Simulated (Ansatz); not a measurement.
# Energy profile

The step: GeH₃F ([F][GeH3]) + H₂O₂ ([OH][OH]) → GeH₄O₂ ([OH][O][GeH3]) + HF; bonds formed: Ge1–O7, F2–H6; bonds broken: Ge1–F2, H6–O7 (atoms numbered as in the saddle structure below).

Ge1  (-0.888, -0.572, 0.198)
F2  (0.860, -1.131, 1.166)
H3  (-0.741, -1.905, -0.539)
H4  (-1.575, -0.540, 1.562)
H5  (-1.650, 0.384, -0.762)
H6  (1.161, -0.004, 0.627)
O7  (0.629, 0.819, 0.155)
O8  (1.103, 0.992, -1.171)
H9  (1.100, 1.956, -1.236)
(Å)

Electronic energies by CCSD(T) at an estimated basis limit (MP2 extrapolated from triple and quadruple zeta, plus CCSD(T) − MP2 in triple zeta), on PBE0-D4/def2-TZVP structures; GeH$_{5}$O$_{2}$F, closed shell; no counterpoise correction. Program: Ansatz 0.2.0. Basis: def2-TZVPP and def2-QZVPP. Cores are frozen in the correlated methods. Filled d shells of the heavier atoms are correlated. The def2 sets are not built for correlating such inner shells, so the correlated values are less sure here. Extrapolation: Hartree–Fock as exp(−7.88 √X), correlation as X^−2.97.

Question: Give the profile in eV, counted from the separated reactants. (To be estimated.)

Answer: The calculation gives:
```csv
point,eV
"separated: GeH$_{3}$F (linked as [F][GeH3]; Ge1, F2, H3, H4, H5; singlet) + H$_{2}$O$_{2}$ (linked as [OH][OH]; H6, O7, O8, H9; singlet)",0.000
start structure,-0.297
saddle,0.994
end structure,-0.088
"separated: GeH$_{4}$O$_{2}$ (linked as [OH][O][GeH3]; Ge1, H3, H4, H5, O7, O8, H9; singlet) + HF (F2, H6; singlet)",0.283
```

T1 diagnostic: at most 0.014.

For scale, one of the runs: CCSD(T)/def2-TZVPP, 211 basis functions (an equivalent command: `ansatz run in.yaml --threads 4`). Hardware: 4 CPU threads, shared host. Wall time 100 s; peak host memory 3.2 GiB.
